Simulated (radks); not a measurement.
Values are calculated unless marked as measured or tabulated.
Spherical quantum dot in the effective-mass picture: electrons in a parabolic well V = omega^2 r^2 / 2 with omega = 1.58, all in effective atomic units (hartree* = m*/eps^2 hartree, bohr* = eps/m* bohr), one dielectric constant everywhere. Level of theory: non-relativistic Kohn-Sham, PBEsol, spin-polarised, spherical densities (a radial shooting solver with Libxc functionals). Levels are named by radial order and angular momentum (1s, 1p, 1d, 2s, ...), and open shells are averaged over m. Each electron was tried in the lowest free levels, single moves between levels near the top were tried too, and the lowest total energy was kept; such a search can miss a lower state. At N = 1 the Hartree and exchange-correlation terms need not cancel, so that row can carry a self-interaction error.

\begin{tabular}{lrrrrr}
N & open shells & 2S & mu = E(N) - E(N-1) (hartree*) & addition energy mu(N+1) - mu(N) (hartree*) & rms radius (bohr*) \\ \hline
1 & 1s(up 1, down 0) & 1 & 2.3954 & 0.9293 & 0.9780 \\
2 & none & 0 & 3.3247 & 2.047 & 1.027 \\
3 & 1p(up 1, down 0) & 1 & 5.3715 & 0.5967 & 1.154 \\
4 & 1p(up 2, down 0) & 2 & 5.9682 & 0.6070 & 1.226 \\
5 & 1p(up 3, down 0) & 3 & 6.5752 & 0.7774 & 1.277 \\
6 & 1p(up 3, down 1) & 2 & 7.3526 & 0.5510 & 1.322 \\
7 & 1p(up 3, down 2) & 1 & 7.9036 & 0.5603 & 1.360 \\
8 & none & 0 & 8.4639 & 1.700 & 1.393 \\
9 & 1d(up 1, down 0) & 1 & 10.164 & 0.4902 & 1.444 \\
10 & 1d(up 2, down 0) & 2 & 10.654 & 0.4898 & 1.487 \\
11 & 1d(up 3, down 0) & 3 & 11.144 & 0.4874 & 1.524 \\
12 & 1d(up 4, down 0) & 4 & 11.631 & 0.4839 & 1.558 \\
13 & 1d(up 5, down 0) & 5 & 12.115 & 0.6188 & 1.589 \\
14 & 1d(up 5, down 1) & 4 & 12.734 & 0.4571 & 1.618 \\
15 & 1d(up 5, down 2) & 3 & 13.191 & 0.4574 & 1.645 \\
16 & 1d(up 5, down 3) & 2 & 13.649 & 0.4558 & 1.670 \\
17 & 1d(up 5, down 4) & 1 & 14.104 & 0.4533 & 1.694 \\
18 & none & 0 & 14.558 & 0.5878 & 1.717 \\
19 & 2s(up 1, down 0) & 1 & 15.145 & 0.5169 & 1.739 \\
20 & none & 0 & 15.662 & 1.216 & 1.761 \\
21 & 1f(up 1, down 0) & 1 & 16.879 & 0.4099 & 1.787 \\
22 & 1f(up 2, down 0) & 2 & 17.289 & 0.4082 & 1.812 \\
23 & 1f(up 3, down 0) & 3 & 17.697 & 0.4063 & 1.835 \\
24 & 1f(up 4, down 0) & 4 & 18.103 & 0.4042 & 1.858 \\
25 & 1f(up 5, down 0) & 5 & 18.507 & 0.4020 & 1.879 \\
26 & 1f(up 6, down 0) & 6 & 18.909 & - & 1.899 \\
\end{tabular}

All shells are closed at N = 2, 8, 18, 20 (there: 1s2 1p6 1d10 2s2); the second difference of the energy has clear peaks (12 % above both neighbours; the first and last values, which can be the largest, are not judged, and half-filled shells can peak too) at N = 2, 5, 8, 13, 18, 20.
